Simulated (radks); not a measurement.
The numbers below are computed, except where a source is named.
Task: Isoelectronic series with 65 electrons, each ion in its NIST ground configuration. Code: a radial shooting solver on a logarithmic mesh with Libxc functionals. Model: Dirac Kohn-Sham, PBE, spin-unpolarised, spherical densities, finite nucleus; open shells fill j = l - 1/2 first; Fermi nuclear charge, rms radius of each element as measured or else 0.836 A^(1/3) + 0.57 fm. Total energies (hartree) and orbital eigenvalues (eV) (* marks an orbital that is empty in some or all of the ions):

ion,configuration,E (hartree),4f7/2,4f5/2,6s1/2*,5p3/2
Tb,[Xe] 4f9 6s2,-11718.0039,-2.5482,-3.3289,-3.7031,-23.5193
Dy+,[Xe] 4f10 6s1,-12166.9685,-9.0314,-9.9072,-8.8392,-30.4341
Ho2+,[Xe] 4f11,-12626.6444,-16.7405,-17.7185,-14.6871,-38.5861
Er3+,[Xe] 4f11,-13096.7938,-34.7868,-35.9426,-23.6535,-53.6247
Tm4+,[Xe] 4f11,-13577.4151,-55.9302,-57.2782,-33.9405,-70.5118
Yb5+,[Kr] 4d10 4f12 5s2 5p5,-14068.0535,-73.7047,-75.1948,-44.9323,-87.1144
Lu6+,[Kr] 4d10 4f13 5s2 5p4,-14569.5277,-92.5899,-94.2319,-56.7752,-104.6636
Ta8+,[Kr] 4d10 4f13 5s2 5p4,-15605.8649,-148.2337,-150.3605,-84.5365,-147.5777
W9+,[Kr] 4d10 4f14 5s2 5p3,-16140.4792,-170.9181,-173.2349,-98.9661,-168.1981
Re10+,[Kr] 4d10 4f14 5s2 5p3,-16686.1651,-203.3555,-205.9591,-115.2517,-192.7592
Os11+,[Kr] 4d10 4f14 5s2 5p3,-17242.9081,-237.8619,-240.7739,-132.5240,-218.6266

Estimate the row of Hf7+ ([Kr] 4d10 4f13 5s2 5p4).

Result: E (hartree) -15082.3130; 4f7/2 -119.2725; 4f5/2 -121.1474; 6s1/2* -70.1352; 5p3/2 -125.4199.
